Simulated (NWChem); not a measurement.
Correlation energy of Ga

```xyz
1

Ga     0.0000     0.0000     0.0000
```
Charge 0, spin multiplicity 2.

Program: NWChem.

Basis set: 6-31G*. Each correlation energy counts from its own Hartree-Fock reference.

```
method           correlation energy (mHa)
---------------  ------------------------
CCSD(T) on ROHF                    -210.6
SCS-UMP2                           -192.0
CCSD[T] on UHF                     -208.9
UMP2                               -209.0
CCSD on ROHF                       -206.5
CCSD(T) on UHF                     -208.0
CCSD on UHF                        -204.0
CCSDT on ROHF                      -210.7
CCSD[T] on ROHF                    -211.5
```

The values span 19.5 mHa, from CCSD[T] on ROHF (lowest) to SCS-UMP2 (highest). 

The Hamiltonian is non-relativistic. The correlated methods keep 9 core orbitals frozen. The Pople sets run with spherical d functions. The stability of the SCF solutions was not checked. Open-shell Hartree-Fock references start from PBE0 orbitals. No row is a measurement; the coupled-cluster row has its own basis-set and correlation limits.
